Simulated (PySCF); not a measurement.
## Computed properties of ClFH3NOSi, SMILES N[Si@@](O)(F)Cl

ClFH3NOSi, SMILES N[Si@@](O)(F)Cl. The structure is a stationary point at PBE0-D3(BJ)/def2-SVP. The structure was generated by enumeration; whether it is a known compound was not checked. One conformer was computed; it need not be the lowest. All values are computed for the isolated molecule unless a solvent is named; none is compared with measurement here.

**Structure.** All 18 harmonic modes at PBE0-D3(BJ)/def2-SVP (PySCF) are real, so it is a minimum. With heavy atoms numbered as in [NH2:1][Si@@:2]([OH:3])([F:4])[Cl:5], the shortest bond between them is Si2–F4 at 1.613 Å and the longest Si2–Cl5 at 2.047 Å.

**Vibrations.** The strongest infrared lines (harmonic, unscaled, degenerate partners summed) lie at 874 cm⁻¹ (221 km/mol, H 47 %, Si 27 %, F 9 %, N 8 %), 1006 cm⁻¹ (192 km/mol, Si 49 %, O 28 %, F 11 %, H 8 %), 440 cm⁻¹ (183 km/mol, H 70 %, N 27 %). The softest mode is at 164 cm⁻¹ and the zero-point energy is 28.8 kcal/mol.

**Electronic structure.** M06-2X/def2-TZVP (PySCF) places the frontier levels at -9.77 and 0.95 eV, a gap of 10.72 eV, and gives a dipole moment of 3.19 D and a mean polarisability of 43.1 bohr³. PBE/def2-TZVP (PySCF) at the same geometry gives -6.77 and -0.56 eV, so its gap is 4.51 eV narrower. An orbital gap is neither the optical nor the fundamental gap.

**Excitations.** TDDFT-M06-2X/def2-SVPD (PySCF) has S1 at 7.17 eV (173 nm, f = 0.056, bright); the most intense of the 10 singlets computed lies at 9.35 eV (f = 0.08). T1 (TDA) is at 6.90 eV. TDDFT-PBE/def2-SVPD (PySCF) puts S1 at 6.04 eV. No vertical singlet excitation falls in the visible range (under 3.1 eV).

**NMR.** GIAO shifts at PBE0/pcSseg-1 (PySCF) (non-relativistic, atoms alike by connectivity averaged): ¹H from 1.3 to 2.5 ppm against TMS; ²⁹Si at -36.7 ppm against TMS; ¹⁹F at -139.3 ppm against CFCl3. Without spin–orbit terms, shifts of atoms bonded to Cl or Br come out too high.

**Solvation.** SMD-PBE0/6-31G* (PySCF) gives -8.1 kcal/mol in water, -7.1 kcal/mol in chloroform, -10.2 kcal/mol in methanol (1 M in both phases, gas-phase geometry); of these solvents methanol holds the molecule best.
